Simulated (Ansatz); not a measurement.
Reaction (redistribution): `F[Si](F)(Cl)Cl` + `O[SiH2]SBF` → `O[SiH2]S[Si](F)(Cl)Cl` + `FBF`

Gas-phase electronic energies from Ansatz, PBE0-D4/def2-TZVP geometries. CCSD(T)/CBS is the MP2 limit (def2-TZVPP, def2-QZVPP) plus CCSD(T) − MP2 in def2-TZVPP, frozen cores. This one scheme is used for every species. Functionals use def2-TZVPP. B3LYP here is the variant with VWN-RPA as its local correlation; programs differ in this. Each species was taken in one conformer, which may not be the lowest.

CCSD(T)/CBS gives -8.6 kJ/mol.

Q: Another level gave -11.2 kJ/mol. Which?
A. MP2/def2-TZVPP
B. HF/def2-TZVPP
C. B2PLYP/def2-TZVPP
D. B3LYP-D4/def2-TZVPP

A: A. MP2/def2-TZVPP -11.2, B3LYP-D4 -15.3, B2PLYP -5.4, HF/def2-TZVPP -0.3 kJ/mol.

Largest T1 diagnostic among the species: 0.013.

The D4 term adds −13.0 kJ/mol with B3LYP and −7.5 kJ/mol with PBE0; it sums over pairs of atoms, weighted by their polarisabilities, and B3LYP, whose exchange is more repulsive, gets the larger term. In def2-TZVPP, CCSD(T) changes the Hartree–Fock value by −7.1 kJ/mol (the triples alone add −2.0 kJ/mol) and MP2 by −11.0 kJ/mol.
